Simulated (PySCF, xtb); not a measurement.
CH₂FNOSi, SMILES N#CO[SiH2]F.

xtb with GFN2-xTB at its own geometry gives an orbital gap of 5.77 eV and a dipole moment of 4.53 D.

Coordinates come from a ωB97X-D3(BJ)/def2-SVP optimisation. The structure was generated by enumeration, and PubChem lists no compound with its InChIKey, so it may never have been made. The values are those of a single conformer.

**Question.** What does PBE/def2-TZVP (PySCF) give? (The exact figures need the calculation; the answer reports its results.)

**Answer.** gap 6.13 eV (levels -7.63 and -1.50 eV), dipole 4.44 D.
